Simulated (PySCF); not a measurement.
# Where the electron goes

Species: FH7OSi3.
Z-matrix (Å and degrees, GFN2-xTB geometry), rows numbered from 1:
```
F 
Si  1  1.6204
Si  2  2.2933  1  106.29
O   3  1.6253  2  103.79  1   176.69
Si  4  1.6180  3  160.45  2  -177.07
H   2  1.4650  1  102.15  3  -124.51
H   2  1.4649  1  102.23  3   124.42
H   3  1.4709  2  116.40  1   -66.67
H   3  1.4709  2  116.25  1    60.08
H   5  1.4607  4  103.86  3   163.05
H   5  1.4611  4  108.23  3    43.00
H   5  1.4607  4  107.19  3   -77.32
```

Level of theory: TDDFT CAM-B3LYP/def2-SVPD, vertical, gas phase, core orbitals frozen in the response in PySCF.

Kohn–Sham orbitals with the atoms that hold most of them (Löwdin shares over 4%, at most four atoms; ? is withheld):

| orbital | ε (eV) | atoms |
| --- | --- | --- |
| HOMO-3 | -11.00 | Si2 31%, H6 20%, H7 19%, F1 15% |
| HOMO-2 | -10.99 | Si5 25%, H10 21%, O4 17%, H11 10% |
| HOMO-1 | -10.16 | ? |
| HOMO | ? | ? |
| LUMO | -0.22 | Si2 26%, Si3 24%, O4 7%, Si5 7% |
| LUMO+1 | 1.01 | Si2 26%, Si5 20%, Si3 19%, H6 5% |
| LUMO+2 | 1.11 | Si2 32%, Si3 31%, H7 8%, H8 7% |

Q: Give the leading atoms of the HOMO.

A: O4 (bonded to 2 Si) 22%; Si3 (bonded to O, Si and 2 H) 22%; Si2 (bonded to F, Si and 2 H) 21%; F1 (bonded to Si) 8%. By element: silicon 42% or more, oxygen 22%, fluorine 8%.

Q: Give the leading atoms of the HOMO-1.

A: O4 (bonded to 2 Si) 34%; Si3 (bonded to O, Si and 2 H) 15%; Si5 (bonded to O and 3 H) 13%; H12 (bonded to Si) 10%. By element: oxygen 34%, silicon 28% or more, hydrogen 10% or more.

Q: What is the HOMO energy, and the HOMO–LUMO gap?

A: ε(HOMO) = -9.58 eV; the gap is 9.35 eV (0.3437 hartree).

Q: How does S1 compare with the orbital gap of 9.35 eV?

A: S1 is at 5.91 eV (f = 0.030), 3.44 eV below the gap, made of HOMO→LUMO (95%). 

Q: One configuration dominates each of S1 and S2. Which, and how do the shares of the two leading atoms of either orbital change from the occupied to the empty one?

A: 
- S1 (5.91 eV, f 0.030), HOMO→LUMO (95%): O4 22% → 7%, Si3 22% → 24%, Si2 21% → 26%
- S2 (6.68 eV, f 0.0043), HOMO-1→LUMO (90%): O4 34% → 7%, Si3 15% → 24%, Si2 at most 11% → 26%

One conformer stands for the species.
